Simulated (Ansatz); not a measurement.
`NB[SiH2]N` → `BN` + `N[SiH]` at 298.15 K and 1 bar (silylene formation by 1,1-elimination).

Gas-phase electronic energies from Ansatz, PBE0-D4/def2-TZVP geometries. CCSD(T)/CBS adds triple-zeta CCSD(T) − MP2 to the extrapolated MP2 energy (def2 sets, frozen cores). This one scheme is used for every species. Each species was taken in one conformer, which may not be the lowest.

| species | CCSD(T)/CBS energy (Eh) | H − E (kJ/mol) | S (J/(mol·K)) |
| --- | --- | --- | --- |
| `NB[SiH2]N` | -427.54638 | 239.5 | 340.2 |
| `BN` | -81.93499 | 137.2 | 228.1 |
| `N[SiH]` | -345.56329 | 99.2 | 245.4 |

H − E and S are ideal-gas, rigid-rotor, harmonic terms from PBE0-D4/def2-TZVP, for one conformer and one mirror image of each species. 1 Eh = 2625.50 kJ/mol, R = 8.31446 J/(mol·K).

Q: By hand: ΔE, ΔH, ΔS and ΔG.

A: ΔE = (-81.93499) + (-345.56329) − (-427.54638) = 0.04810 Eh = 126.3 kJ/mol. Δ(H − E) = 137.2 + 99.2 − 239.5 = -3.1, so ΔH = 123.2 kJ/mol. ΔS = 228.1 + 245.4 − 340.2 = 133.3 J/(mol·K). ΔG = 123.2 − 298.15 × (133.3)/1000 = 83.5 kJ/mol.

Q: By hand: the equilibrium constant, and the temperature at which ΔG would vanish if ΔH and ΔS stayed fixed.

A: log₁₀ K = −ΔG/(RT ln 10) = -14.6. ΔG = 0 at ΔH/ΔS = 924 K.

The number of gas molecules changes by +1, which sets the sign of ΔS. A doubt of 5 kJ/mol in ΔE shifts log₁₀ K by 0.9 here. Other conformers and mirror images would add mixing entropy, several J/(mol·K) or more a flexible species. These are equilibria of isolated gas molecules and say nothing of rates. Largest T1 diagnostic: 0.015 (customary marks: 0.02 for closed shells, 0.045 for open ones).
